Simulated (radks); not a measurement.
Results of a calculation; reference values are marked as such.
Problem. These are the eigenvalues of the occupied orbitals of an atom or ion with whole-number occupations (eV). Level of theory: Dirac Kohn-Sham, BP86, spin-unpolarised, spherical densities, point nucleus (a radial shooting solver on a logarithmic mesh with Libxc functionals).

| orbital | eigenvalue |
|---|---|
| 1s1/2 | -38764.60 |
| 2s1/2 | -6200.536 |
| 2p1/2 | -5849.903 |
| 2p3/2 | -5436.585 |
| 3s1/2 | -1356.260 |
| 3p1/2 | -1208.452 |
| 3p3/2 | -1127.897 |
| 3d3/2 | -869.0212 |
| 3d5/2 | -851.7892 |
| 4s1/2 | -303.9167 |
| 4p1/2 | -249.5122 |
| 4p3/2 | -232.3371 |
| 4d3/2 | -143.1270 |
| 4d5/2 | -140.1388 |
| 5s1/2 | -74.5496 |
| 5p1/2 | -59.0265 |
| 5p3/2 | -56.1751 |

Which element is it, and in what charge state? The configuration may be excited. Open shells, if any, fill j = l - 1/2 first.

Solution. Z = 57, lanthanum, charge +4: La4+ in [Kr] 4d10 5s2 5p5. The list shows which subshells hold electrons but not how many an open one holds; the 1s level, -1424.6 hartree, gives Z - s = 53.4 by -(Z - s)^2/2, which with screening and relativity narrows Z to a few neighbours, and the depths of the outer levels then fix element, charge and occupations together.
